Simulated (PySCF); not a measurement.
N₂O (SMILES N#[N+][O-]), singlet, at a GFN2-xTB geometry; PySCF with B3LYP/6-31G**.

Input for PySCF:
```python
from pyscf import gto, scf, dft

mol = gto.M(
    atom='''
N    -0.00000000   -0.00000000   -1.17224503
N    -0.00000000   -0.00000000   -0.06654726
O     0.00000000    0.00000000    1.08394325
''',
    basis='6-31g**',
    verbose=4,
)

mf = dft.RKS(mol)
mf.xc = 'b3lyp'
mf.level_shift = 0.1
mf.max_cycle = 100
mf.kernel()
```

Question: What does PySCF print? Leave out banner, timings and long lists.

Answer: 
```
PySCF version 2.14.0

[INPUT] verbose = 4
[INPUT] num. atoms = 3
[INPUT] num. electrons = 22
[INPUT] charge = 0
[INPUT] spin (= nelec alpha-beta = 2S) = 0
[INPUT] symmetry False subgroup None
[INPUT] Mole.unit = angstrom
[INPUT] Symbol           X                Y                Z      unit          X                Y                Z       unit  Magmom
[INPUT]  1 N      0.000000000000   0.000000000000  -1.172245030000 AA    0.000000000000   0.000000000000  -2.215222057583 Bohr   0.0
[INPUT]  2 N      0.000000000000   0.000000000000  -0.066547260000 AA    0.000000000000   0.000000000000  -0.125756095740 Bohr   0.0
[INPUT]  3 O      0.000000000000   0.000000000000   1.083943250000 AA    0.000000000000   0.000000000000   2.048355877071 Bohr   0.0

nuclear repulsion = 62.3431196197166
number of shells = 18
number of NR pGTOs = 81
number of NR cGTOs = 42
basis = 6-31g**
ecp = {}

******** <class 'pyscf.dft.rks.RKS'> ********
method = RKS
initial guess = minao
damping factor = 0
level_shift factor = 0.1
DIIS = <class 'pyscf.scf.diis.CDIIS'>
diis_start_cycle = 1
diis_space = 8
diis_damp = 0
SCF conv_tol = 1e-09
SCF conv_tol_grad = None
SCF max_cycles = 100
direct_scf = True
direct_scf_tol = 1e-13
XC library pyscf.dft.libxc version 7.1.2
    S. Lehtola, C. Steigemann, M. J. T. Oliveira, and M. A. L. Marques,  SoftwareX 7, 1–5 (2018)
XC functionals = b3lyp
    P. J. Stephens, F. J. Devlin, C. F. Chabalowski, and M. J. Frisch,  J. Phys. Chem. 98, 11623 (1994)
radial grids:
    Treutler-Ahlrichs [JCP 102, 346 (1995); DOI:10.1063/1.469408] (M4) radial grids

becke partition: Becke, JCP 88, 2547 (1988); DOI:10.1063/1.454033
pruning grids: <function nwchem_prune>
grids dens level: 3
symmetrized grids: False
atomic radii adjust function: <function treutler_atomic_radii_adjust>
small_rho_cutoff = 0
Set gradient conv threshold to 3.16228e-05
Initial guess from minao.
tot grids = 41888
init E= -185.388605233815
  HOMO = -0.298494693124614  LUMO = 0.0657389827485021  gap/eV = 9.91130
cycle= 1 E= -184.53291039328  delta_E= 0.856  |g|= 0.798  |ddm|= 2.36
  HOMO = -0.299124222016042  LUMO = 0.0559049090809215  gap/eV = 9.66083
cycle= 2 E= -184.350265126987  delta_E= 0.183  |g|= 1.32  |ddm|= 1.28
  HOMO = -0.347209382136297  LUMO = 0.099804919253661  gap/eV = 12.16388
cycle= 3 E= -184.639017081987  delta_E= -0.289  |g|= 0.248  |ddm|= 0.723
  HOMO = -0.341175892935299  LUMO = 0.102941141632498  gap/eV = 12.08504
cycle= 4 E= -184.650427419566  delta_E= -0.0114  |g|= 0.0523  |ddm|= 0.154
  HOMO = -0.341315823908856  LUMO = 0.104382896900935  gap/eV = 12.12808
cycle= 5 E= -184.65092041777  delta_E= -0.000493  |g|= 0.00875  |ddm|= 0.0321
  HOMO = -0.341930276125969  LUMO = 0.103962073436807  gap/eV = 12.13335
cycle= 6 E= -184.650937123101  delta_E= -1.67e-05  |g|= 0.00123  |ddm|= 0.00658
  HOMO = -0.34171589402345  LUMO = 0.104096683111744  gap/eV = 12.13118
cycle= 7 E= -184.650937296746  delta_E= -1.74e-07  |g|= 0.000748  |ddm|= 0.00118
  HOMO = -0.341743328738266  LUMO = 0.104024869902905  gap/eV = 12.12997
cycle= 8 E= -184.650937407091  delta_E= -1.1e-07  |g|= 0.000115  |ddm|= 0.000562
  HOMO = -0.341738320997135  LUMO = 0.104031154137802  gap/eV = 12.13001
cycle= 9 E= -184.650937409978  delta_E= -2.89e-09  |g|= 9.07e-06  |ddm|= 0.000101
  HOMO = -0.341739352631943  LUMO = 0.104030733667896  gap/eV = 12.13002
cycle= 10 E= -184.650937409999  delta_E= -2.09e-11  |g|= 1.6e-06  |ddm|= 1.07e-05
  HOMO = -0.341739211194467  LUMO = 0.00403071886815534  gap/eV = 9.40888
Extra cycle  E= -184.650937409993  delta_E= 5.12e-12  |g|= 5.17e-06  |ddm|= 5.18e-06
converged SCF energy = -184.650937409993
```
